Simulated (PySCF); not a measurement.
**31P shifts, computed and measured**

Computed: GIAO KT3/pcSseg-2, gas phase, PySCF SCF with an in-house response code, geometries PBE0-D3(BJ)/def2-SVP, one conformer, no vibrational averaging, against isolated H3PO4 at the same level. Measured: against 85 % H3PO4, in the medium listed. The two scales can differ by a constant.

```tsv
compound (atom-mapped SMILES)	atom	computed / ppm	measured / ppm	medium
[CH3:1][C:2]([CH3:3])([CH3:4])[P:5](=[O:6])([c:7]1[cH:8][cH:9][cH:10][cH:11][cH:12]1)[c:13]1[cH:14][cH:15][cH:16][cH:17][cH:18]1	P5	9.7	38.73	CDCl3
[cH:1]1[cH:2][cH:3][c:4]([PH:5][c:6]2[cH:7][cH:8][cH:9][cH:10][cH:11]2)[cH:12][cH:13]1	P5	-41.9	-40.4	CDCl3
```

(1) Give computed and measured shifts for these two.

| compound (atom-mapped SMILES) | atom |
| --- | --- |
| [O:1]=[P:2]([CH2:3][c:4]1[cH:5][cH:6][c:7]([Cl:8])[cH:9][cH:10]1)([c:11]1[cH:12][cH:13][cH:14][cH:15][cH:16]1)[c:17]1[cH:18][cH:19][cH:20][cH:21][cH:22]1 | P2 |
| [CH3:1][O:2][P:3](=[O:4])([O:5][CH3:6])[O:7][CH2:8][CH2:9][CH2:10][C@H:11]([CH3:12])[OH:13] | P3 |

(2) How well does this level do over the whole set?

## Answers

(1) 
```csv
compound (atom-mapped SMILES),atom,computed / ppm,measured / ppm,medium
[O:1]=[P:2]([CH2:3][c:4]1[cH:5][cH:6][c:7]([Cl:8])[cH:9][cH:10]1)([c:11]1[cH:12][cH:13][cH:14][cH:15][cH:16]1)[c:17]1[cH:18][cH:19][cH:20][cH:21][cH:22]1,P2,-3.4,29.5,CDCl3
[CH3:1][O:2][P:3](=[O:4])([O:5][CH3:6])[O:7][CH2:8][CH2:9][CH2:10][C@H:11]([CH3:12])[OH:13],P3,-4.2,1.25,DMSO-d6
```

(2) Computed less measured averages -17.2 ppm, and the scatter about that mean is 13.9 ppm (rms) over 4 compounds.

Measured values: supporting information or article, doi 10.1039/c6cc06048j; supporting information or article, doi 10.1039/d2ra02812c; supporting information or article, doi 10.1039/d3ra02293e; supporting information or article, doi 10.1039/d5sc09520d.
